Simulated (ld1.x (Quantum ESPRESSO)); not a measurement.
Before and after: TM potential for Ru

```json
{
 "Element": "ruthenium (Ru)",
 "Generator": "ld1.x (Quantum ESPRESSO) 7.5",
 "Type": "norm-conserving Troullier–Martins (Kleinman–Bylander form)",
 "Functional": "PBE",
 "Relativity": "scalar-relativistic",
 "Frozen core": "[Ar] 3d10 4s2",
 "Valence charge": "14",
 "Reference configuration": "4p6 4d7 5s1 5p0",
 "Partial waves": "4p (bound): rc 1.00 bohr; 4d (bound): rc 1.95 bohr; 5s (bound): rc 2.60 bohr",
 "Local potential": "the s channel",
 "Core correction": "a·sin(br)/r model core inside 1.00 bohr"
}
```

Change: wave 5s (bound): rc 2.60 bohr becomes 5s (bound): rc 3.76 bohr.

Cutoffs: the cutoffs (Ry, on a coarse ladder) from which the occupation-weighted sum of valence levels, in a spherical-Bessel basis at the reference potential, stays within 10 and 1 mRy of its value at 400 Ry; they do not see the model core or the augmentation charge, which bear on the density cutoff. Errors are all-electron minus pseudo energies relative to the spin-unpolarised reference configuration.

Q: Predict the effect on cutoff, ghosts and configuration errors.

A: The potential gets neither clearly harder nor softer (120 Ry and 230 Ry → 120 Ry and 230 Ry); of the 7 tests that both files solve, the error grows in 3 and shrinks in 2 by more than 15 % and 0.3 meV (median size 71.9 → 159.9 meV); neither file shows a bound ghost at the reference potential, the only one tested.

```tsv
quantity	base	changed
cutoff, loose	120 Ry	120 Ry
cutoff, tight	230 Ry	230 Ry
bound ghosts	none	none
error for 4p6 4d7 5s0 5p0, meV [ΔE 7.29 eV]	-13	-13
error for 4p6 4d6 5s0 5p0, meV [ΔE 25.48 eV]	-72	-160
error for 4p6 4d5 5s0 5p0, meV [ΔE 56.10 eV]	-333	-583
error for 4p6 4d7.5 5s0.5 5p0, meV [ΔE -0.32 eV]	-17	-4.9
error for 4p6 4d6 5s1 5p1, meV [ΔE 5.65 eV]	-679	-656
error for 4p6 4d8 5s0 5p0, meV [ΔE -0.33 eV]	-59	-19
error for 4p6 4d4 5s0 5p0, meV [ΔE 100.61 eV]	-810	-1282
```

Base: These tests converged, but a pseudo level misses the all-electron one widely, so the file describes the atom poorly there or has found another state: 4p6 4d5 5s0 5p0: empty 5p by 2.4 eV; 4p6 4d4 5s0 5p0: empty 5p by 3.6 eV. Changed file: These tests converged, but a pseudo level misses the all-electron one widely, so the file describes the atom poorly there or has found another state: 4p6 4d5 5s0 5p0: empty 5p by 2.7 eV (a node warning on the way); 4p6 4d4 5s0 5p0: empty 5p by 4.1 eV.
